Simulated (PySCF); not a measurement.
SMILES O=C(O)CC(Cl)(Cl)Cl, C$_{3}$H$_{3}$Cl$_{3}$O$_{2}$

Geometry:
```json
{"atom": "O1", "x (Å)": "1.112", "y (Å)": "-1.129", "z (Å)": "1.017"}
{"atom": "C2", "x (Å)": "1.075", "y (Å)": "-0.449", "z (Å)": "0.036"}
{"atom": "O3", "x (Å)": "2.107", "y (Å)": "-0.291", "z (Å)": "-0.795"}
{"atom": "C4", "x (Å)": "-0.113", "y (Å)": "0.360", "z (Å)": "-0.468"}
{"atom": "C5", "x (Å)": "-1.341", "y (Å)": "0.247", "z (Å)": "0.414"}
{"atom": "Cl6", "x (Å)": "-1.003", "y (Å)": "0.839", "z (Å)": "2.051"}
{"atom": "Cl7", "x (Å)": "-1.901", "y (Å)": "-1.434", "z (Å)": "0.505"}
{"atom": "Cl8", "x (Å)": "-2.650", "y (Å)": "1.238", "z (Å)": "-0.284"}
{"atom": "H9", "x (Å)": "2.876", "y (Å)": "-0.800", "z (Å)": "-0.490"}
{"atom": "H10", "x (Å)": "-0.352", "y (Å)": "0.015", "z (Å)": "-1.477"}
{"atom": "H11", "x (Å)": "0.195", "y (Å)": "1.406", "z (Å)": "-0.536"}
```

Method used: GIAO B97-2/pcSseg-1 magnetisability, rotational g tensor and spin-rotation constants, non-relativistic, gas phase in PySCF 2.14.0. Geometry: GFN2-xTB.

Q: Give the nuclear spin-rotation constants along the inertial axes (H = +C I·J) beside the isotropic shieldings.

A: Rotational constants 1.6646, 0.8382, 0.8272 GHz. A star marks the isotopologue with that one atom substituted, in its own axes.
```
atom  isotope  Caa (kHz)  Cbb (kHz)  Ccc (kHz)  mean (kHz)  σ (ppm)
 Cl6     35Cl      0.945      0.341      0.178       0.488    479.2
 Cl7     35Cl      0.945      0.340      0.180       0.488    478.9
 Cl8     35Cl      0.504      0.356      0.409       0.423    460.8
  H9       1H      0.067     -0.057     -0.116      -0.035     25.6
 H10       1H     -0.179     -0.044     -0.014      -0.079     28.3
 H11       1H     -0.179     -0.043     -0.015      -0.079     28.3
  O1     17O*     -0.887     -0.515     -0.074      -0.492   -105.5
  C2     13C*      0.887      0.263      0.209       0.453     19.1
  O3     17O*     -0.324     -0.224     -0.155      -0.234    129.8
  C4     13C*      0.296      0.178      0.177       0.217    129.1
  C5     13C*      0.511      0.242      0.231       0.328     67.7
```
For the geometry as given, no vibrational averaging.

Q: How do the rotational constants and the g tensor change when H9, H10, H11 are replaced by deuterium?

A: Constants 1.6245, 0.8150, 0.7991 GHz; g -0.0276, -0.0108, -0.0070, against -0.0280, -0.0111, -0.0071 before.
